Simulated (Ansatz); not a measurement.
`[F][SnH2][Br]` + HI → `[F][SnH2][I]` + HBr at 500 K and 1 bar (ligand exchange at the Sn–Br bond).

Isolated molecules relaxed with PBE0-D4/def2-TZVP in Ansatz; ΔE leaves out vibrations. CCSD(T)/CBS is the MP2 limit (def2-TZVPP, def2-QZVPP) plus CCSD(T) − MP2 in def2-TZVPP, frozen cores. Elements past krypton have def2 core potentials. For Br, I, Sn outer-core shells are correlated without core-valence functions, which leaves a few kJ/mol of doubt a bond. Scalar relativity is left out up to krypton.

```csv
species,CCSD(T)/CBS energy (Eh),H − E (kJ/mol),S (J/(mol·K))
`[F][SnH2][Br]`,-2888.40380,74.6,361.2
HI,-298.03592,28.6,221.6
`[F][SnH2][I]`,-612.52381,74.3,369.6
HBr,-2573.91920,30.5,213.7
```

H − E and S are ideal-gas, rigid-rotor, harmonic terms from PBE0-D4/def2-TZVP. 1 Eh = 2625.50 kJ/mol, R = 8.31446 J/(mol·K).

Q: By hand: ΔE, ΔH, ΔS and ΔG.

A: ΔE = (-612.52381) + (-2573.91920) − (-2888.40380) − (-298.03592) = -0.00329 Eh = -8.6 kJ/mol. Δ(H − E) = 74.3 + 30.5 − 74.6 − 28.6 = 1.6, so ΔH = -7.0 kJ/mol. ΔS = 369.6 + 213.7 − 361.2 − 221.6 = 0.5 J/(mol·K). ΔG = -7.0 − 500 × (0.5)/1000 = -7.2 kJ/mol.

Q: By hand: the equilibrium constant, and the temperature at which ΔG would vanish if ΔH and ΔS stayed fixed.

A: log₁₀ K = −ΔG/(RT ln 10) = 0.8. ΔH and −TΔS have one sign here, so there is no such temperature. One of them is within its doubt of zero, so this could turn.

The number of gas molecules stays the same, so ΔS is small and ΔH decides. A doubt of 5 kJ/mol in ΔE shifts log₁₀ K by 0.5 here. These are equilibria of isolated gas molecules and say nothing of rates. Largest T1 diagnostic: 0.012 (customary marks: 0.02 for closed shells, 0.045 for open ones).
